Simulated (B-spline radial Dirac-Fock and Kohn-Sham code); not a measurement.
**Dy³⁺: eigenvalues, ΔSCF and the reference**

System: Dy³⁺, configuration [Xe] 4f7 5d2 (not the ground configuration).

The density-functional columns are spherical, spin-unpolarised Dirac-Kohn-Sham results without Breit or QED terms: −ε is minus the orbital energy of the initial state and ΔSCF the difference of two total energies. The reference in the last column comes from Dirac-Fock (average of configuration) total-energy differences with a finite nucleus, the Breit interaction including its frequency dependence, and self-energy and vacuum-polarisation corrections. All numbers are from an atomic code on a B-spline grid, in eV; a selection of levels is shown. The Kohn-Sham columns are given as differences from the reference. For the 1s level of heavy atoms much of the gap between ΔSCF and the reference is the Breit and QED part, -238.7 eV here; for other levels the error of the functional can be larger.

| level | LDA −ε − DF | LDA ΔSCF − DF | Dirac-Fock |
| --- | --- | --- | --- |
| 1s | -251.9 | +225.6 | 53841.8 |
| 2s | -148.3 | -60.3 | 9111.6 |
| 2p1/2 | -108.4 | +3.1 | 8639.2 |
| 2p3/2 | -116.7 | -17.2 | 7848.5 |
| 3s | -75.4 | -47.8 | 2112.3 |
| 3p1/2 | -59.9 | -30.7 | 1907.5 |
| 3p3/2 | -59.0 | -31.7 | 1740.8 |
| 3d3/2 | -38.4 | -6.4 | 1393.2 |
| 3d5/2 | -39.2 | -7.9 | 1357.8 |
| 4s | -37.5 | -24.4 | 480.9 |
| 4p1/2 | -30.1 | -17.1 | 398.5 |
| 4p3/2 | -30.1 | -17.5 | 360.8 |
| 4d3/2 | -16.9 | -4.7 | 223.7 |
| 4d5/2 | -17.0 | -4.9 | 216.9 |
| 4f | -7.5 | +3.3 | 57.79 |
| 5s | -10.8 | -3.1 | 97.57 |
| 5p1/2 | -6.3 | +1.0 | 71.02 |
| 5p3/2 | -6.4 | +0.6 | 65.13 |
| 5d | -4.3 | +1.3 | 33.11 |

Values without a named source are computed, but for edge energies of neutral atoms, which are taken from tables.
